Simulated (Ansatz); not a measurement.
Geometry optimisation, Ansatz 0.2.0, DFT PBE, scalar-relativistic, plane waves, PAW.

The input (input.yaml):

```yaml
crystal:
  lattice:
    - [0.0, 5.43, 5.43]
    - [5.43, 0.0, 5.43]
    - [5.43, 5.43, 0.0]
  atoms:
    - { symbol: Si, position: [0.0, 0.0, 0.0] }
    - { symbol: Si, position: [0.125, 0.125, 0.125] }
    - { symbol: Si, position: [0.0, 0.0, 0.5] }
    - { symbol: Si, position: [0.125, 0.125, 0.625] }
    - { symbol: Si, position: [0.0, 0.5, 0.0] }
    - { symbol: Si, position: [0.125, 0.625, 0.125] }
    - { symbol: Si, position: [0.0, 0.5, 0.5] }
    - { symbol: Si, position: [0.125, 0.625, 0.625] }
    - { symbol: Si, position: [0.5, 0.0, 0.0] }
    - { symbol: Si, position: [0.625, 0.125, 0.125] }
    - { symbol: Si, position: [0.5, 0.0, 0.5] }
    - { symbol: Si, position: [0.625, 0.125, 0.625] }
    - { symbol: Si, position: [0.5, 0.5, 0.0] }
    - { symbol: Si, position: [0.625, 0.625, 0.125] }
    - { symbol: Si, position: [0.5, 0.5, 0.5] }
    - { symbol: Si, position: [0.625, 0.625, 0.625] }
    - { symbol: Ti, position: [0.868046, 0.8699019, 0.3740321] }
basis:
  ecutwfc: 420.0
kpoints:
  mp_grid: { grid: [2, 2, 2] }
hamiltonian:
  xc: pbe
  pseudopotentials: { kind: paw, azcp: { folder: soft_1 } }
scf:
  occupations: { method: gaussian, width: 0.02 }
  lower_state_search: "off"
relax:
  f_tol: 0.03
  max_steps: 60
  adjacent_minimum: "off"
```

Launched with:

```bash
$ ansatz run input.yaml --threads 1 --pin off --max-ram 3072MiB --backend cpu --events-out ev --progress --plain --runs-dir out
```

Task: Where does it end, and by what steps?

Result: The forces met the threshold. The force dipped under the threshold on the way, but the program's further checks kept it going. Limits of this set-up: coarse k mesh. After 9 steps the energy has fallen by 0.446 eV; Si1 moved furthest, 0.10 Å.

| step | energy less start (eV) | largest force component (eV/Å) | accepted |
| --- | --- | --- | --- |
| 0 | 0.0000 | 1.322 | yes |
| 1 | -0.4115 | 0.377 | yes |
| 2 | -0.4049 | 0.214 | no |
| 3 | -0.4357 | 0.168 | yes |
| 4 | -0.4435 | 0.080 | yes |
| 5 | -0.4452 | 0.015 | yes |
| 6 | -0.4452 | 0.015 | yes |
| 7 | -0.4454 | 0.009 | yes |
| 8 | -0.4455 | 0.009 | yes |
| 9 | -0.4455 | 0.003 | yes |

```xyz
17
Lattice="0.0000 5.4300 5.4300 5.4300 0.0000 5.4300 5.4300 5.4300 0.0000" Properties=species:S:1:pos:R:3
Si -0.045 -0.065 0.061
Si 1.356 1.334 1.395
Si 2.737 2.754 0.036
Si 4.034 4.068 1.356
Si 2.749 -0.022 2.690
Si 4.053 1.354 4.069
Si 5.388 2.776 2.650
Si 6.788 4.113 4.048
Si -0.010 2.720 2.703
Si 1.354 4.029 4.088
Si 2.738 5.387 2.670
Si 4.094 6.785 4.069
Si 2.747 2.732 5.445
Si 4.097 4.070 6.782
Si 5.421 5.421 5.433
Si 6.786 6.804 6.742
Ti 6.767 6.785 9.500
```

The run took 56 s on 1 thread of Arm Neoverse V2 (shared host), peak memory 0.56 GiB.
